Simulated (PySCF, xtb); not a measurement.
B(F)(OH)(SiH3) (BFH4OSi), SMILES OB(F)[SiH3]. Atoms are numbered in the order given.

```xyz
8

B      0.0060     0.5716     0.0000
F      1.1852     1.2300     0.0000
O     -1.1451     1.2895     0.0000
H     -0.9712     2.2535     0.0000
Si    -0.0346    -1.4647     0.0000
H     -1.4424    -1.9944     0.0000
H      0.6809    -1.9990    -1.2146
H      0.6809    -1.9990     1.2146
```
Charge 0, spin multiplicity 1.

Coordinates come from a PBE-D3(BJ)/def2-SVP optimisation. The values are those of a single conformer.

Computed with C-PCM-B3LYP/def2-SVP (PySCF 2.14.0).

The values are the electrostatic part of the solvation free energy, E(continuum) − E(gas) at the gas-phase geometry, in a cavity of scaled van der Waals radii (PySCF's table); cavitation and dispersion terms are not included. In vacuum the orbital gap is 7.84 eV. The dipole moment in vacuum is 1.61 D.

Question: Estimate the values in water (ε = 78.36), methanol (ε = 32.61), dimethylsulfoxide (ε = 46.83). (The exact figures need the calculation; the answer reports its results.)

Answer: 
```json
[
 {"solvent": "water", "ε": "78.36", "ΔG(elec) (kcal/mol)": "-3.9", "dipole (D)": "1.97", "gap (eV)": "7.89"},
 {"solvent": "methanol", "ε": "32.61", "ΔG(elec) (kcal/mol)": "-3.8", "dipole (D)": "1.97", "gap (eV)": "7.89"},
 {"solvent": "dimethylsulfoxide", "ε": "46.83", "ΔG(elec) (kcal/mol)": "-3.8", "dipole (D)": "1.97", "gap (eV)": "7.89"}
]
```

For comparison, GFN2-xTB/ALPB(water) (xtb, at the GFN2-xTB geometry, all terms of that model) gives -4.6 kcal/mol.
